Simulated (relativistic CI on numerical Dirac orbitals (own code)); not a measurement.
# d1 to d9 in one octahedral field

Computed with a parametric ligand-field model without spin-orbit coupling, by exact diagonalisation: B = 580, C = 2540, 10Dq = 17700 cm⁻¹ (Oh; |10Dq|/B = 30.5) for every shell. Energies in cm⁻¹; the field energy is (0.6 n_e − 0.4 n_t2) × 10Dq of the ground term; g labels are left out.

| Shell | Ground term | Electrons in e | Field energy | First spin-allowed bands | Lowest term of other spin |
| --- | --- | --- | --- | --- | --- |
| d1 | 2T2 | 0.000 | -7080 | 2E 17700 |  |
| d2 | 3T1 | 0.022 | -13778 | 3T2 16477, 3T1 23953 | 1T2 8844 |
| d3 | 4A2 | 0.000 | -21240 | 4T2 17700, 4T1 23755 | 2E 11986 |
| d4 | 3T1 | 0.034 | -27721 | 3E 15495, 3T1 16152 | 5E 2403 |
| d5 | ? | ? | ? | ? | ? |
| d6 | 1A1 | 0.045 | -41683 | 1T1 16077, 1T2 23578 | 3T1 10619 |
| d7 | 2E | 1.033 | -31274 | 2T1 15937, 2T2 16496 | 4T1 5567 |
| d8 | 3A2 | 2.000 | -21240 | 3T2 17700, 3T1 23755 | 1E 9608 |
| d9 | 2E | 3.000 | -10620 | 2T2 17700 |  |

Task: Fill in the row of d5.

Result: Ground term: 2T2; Electrons in e: 0.060; Field energy: -34342; First spin-allowed bands: 2A2 14802, 2T1 15001; Lowest term of other spin: 6A1 3036. Low spin: d4, d5, d6, d7; the other shells keep the spin of the free ion. Only d4 to d7 can choose; the field needed to pair spins is smallest for d6 and largest for d5, which loses most exchange energy. In the strong-field picture 10Dq must exceed about 6B + 5C = 16180 (d4), 7.5B + 5C = 17050 (d5), 2.5B + 4C = 11610 (d6) and 4B + 4C = 12480 (d7); mixing of terms shifts these bounds somewhat.
